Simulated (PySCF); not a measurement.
**Magnetic susceptibility: 3,3,3-trifluoropropionic acid, C3H3F3O2**

Geometry:
```csv
atom,x (Å),y (Å),z (Å)
O1,1.437,-0.782,1.535
C2,1.038,-0.447,0.459
O3,1.777,0.163,-0.461
C4,-0.385,-0.676,-0.043
C5,-1.120,0.643,-0.218
F6,-2.404,0.436,-0.550
F7,-1.129,1.376,0.902
F8,-0.598,1.410,-1.179
H9,2.676,0.335,-0.138
H10,-0.357,-1.173,-1.014
H11,-0.930,-1.282,0.682
```

Level of theory: GIAO PBE0/pcSseg-1 magnetisability, rotational g tensor and spin-rotation constants, non-relativistic, gas phase (PySCF 2.14.0). Geometry: GFN2-xTB.

What are the magnetisability and the molar susceptibility?

Isotropic -926 × 10⁻³⁰ J/T², or -55.8 × 10⁻⁶ cm³/mol; principal values -988, -910, -880 × 10⁻³⁰ J/T², anisotropy 96 × 10⁻³⁰ J/T² (root of half the summed squared differences of the principal values). The susceptibility is in cgs units.

Split it along the inertial axes a, b, c into diamagnetic and paramagnetic parts about the centre of mass, with the quadrupole moment.


| axis | χ (10⁻⁶ cm³/mol) | diamagnetic (10⁻⁶ cm³/mol) | paramagnetic (10⁻⁶ cm³/mol) | summed x² of all electrons (Å²) | quadrupole Θ (D Å) |
| --- | --- | --- | --- | --- | --- |
| a | -55.5 | -371.8 | 316.2 | 160.8 | -2.48 |
| b | -53.4 | -829.4 | 776.0 | 52.9 | -1.63 |
| c | -58.3 | -906.6 | 848.3 | 34.7 | +4.11 |

Anisotropies 2χaa − χbb − χcc = +0.7 and 2χbb − χaa − χcc = +7.0 × 10⁻⁶ cm³/mol. Θ is traceless in Buckingham's convention.

And the rotational g tensor?


```csv
axis,rotational constant (GHz),g,nuclear part,electronic part
a,3.7629,-0.0369,0.5221,-0.5590
b,1.4379,-0.0159,0.5083,-0.5242
c,1.3038,-0.0135,0.5061,-0.5196
```
Asymmetric top; isotopes 12C, 19F, 1H, 16O; no vibrational averaging.
